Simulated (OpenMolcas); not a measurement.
**Computed transition rates of Cl3+**

```yaml
Program: OpenMolcas 26.06
Method: "SS-CASPT2, IPEA 0.25 Eh, imaginary shift 0.1 Eh (closed shells correlated: 2s 2p 3s)"
Basis: ANO-R3 [6s5p4d3f1g]
Scalar_Hamiltonian: X2C, finite nucleus
Active_space: 2 electrons in 3 orbitals (3p)
State_averaging: 2S+1 = 3 even, 3 roots; 2S+1 = 1 even, 6 roots
Spin-orbit_coupling: RASSI with atomic mean-field integrals over the reference wave functions, term energies averaged over their components
```

Rates come from the transition moments of the reference wave functions (E1 and E2 in the length form). At fixed line strength A goes as λ^-3 for E1 and M1 and as λ^-5 for E2, so a rate at the computed wavelength can be rescaled to the measured one. Measured vacuum wavelengths follow from level energies in Moore, Atomic Energy Levels, vol. I, NSRDS-NBS 35 (1971 reprint of NBS Circular 467, 1949). Branching counts decays inside the model space alone, at computed energies, and the table is only a selection of the E2 and M1 lines, drawn from those between levels with measured partners whose computed energy lies within a factor of 1.5 of the measured one.

| Upper | Lower | Type | λ computed (nm) | λ measured (nm) | A computed (s-1) | A rescaled (s-1) | Branching % |
| --- | --- | --- | --- | --- | --- | --- | --- |
| 3s2 3p2 1S0 | 3s2 3p2 1D2 | E2 | 526.1 | 532.4 | 3.33e+00 | 3.14e+00 | 59.0 |
| 3s2 3p2 1S0 | 3s2 3p2 3P1 | M1 | 313.1 | 311.9 | 2.27e+00 |  | 40.3 |
| 3s2 3p2 1D2 | 3s2 3p2 3P2 | M1 | 823.9 | 804.8 | 1.66e-01 |  | 71.0 |
| 3s2 3p2 1D2 | 3s2 3p2 3P1 | M1 | 773.2 | 753.3 | 6.72e-02 |  | 28.7 |
| 3s2 3p2 1S0 | 3s2 3p2 3P2 | E2 | 321.1 | 320.4 | 3.62e-02 |  | 0.6 |
| 3s2 3p2 3P2 | 3s2 3p2 3P1 | M1 | 12570 | 11760 | 6.80e-03 | 8.30e-03 | 100.0 |
| 3s2 3p2 3P1 | 3s2 3p2 3P0 | M1 | 22060 | 20370 | 1.68e-03 | 2.13e-03 | 100.0 |

Spin-changing lines and M1 lines between different terms are not rescaled, since their strength hangs on the term gaps too.

The largest correction is for 3s2 3p2 3P1 → 3s2 3p2 3P0 (M1): 1.68e-03 × (22060 / 20370)^3 = 2.13e-03 s-1, a factor of 1.27.

The computed rate and branching of 3s2 3p2 3P1 → 3s2 3p2 3P0 give the upper level a radiative lifetime of 1.000 / 1.68e-03 s-1 = 5.95e+02 s, counting decays inside the model space alone. The rescaled rate gives about 4.7e+02 s.

No measured rate stands beside these. Rescaling mends the energy factor alone: line strengths can still be far off where a level mixes with configurations outside the active space, and weak or spin-changing lines hang on small mixing coefficients that depend on the term gaps too, so rescaling need not improve them.

CASPT2 breaks the degeneracy within a term, and the mean is taken; among the terms shown or strongly mixed into the levels shown the widest spread is 70 cm-1 (3s2 3p2 1D). With the s shell closed, the reference lacks s² → p² mixing. Computed and measured levels are paired by configuration, term and J; levels that our copy of the source lacks, or whose pairing is in doubt (as where it misses far off the trend of its configuration), stay unpaired. Only configurations of the active space appear.
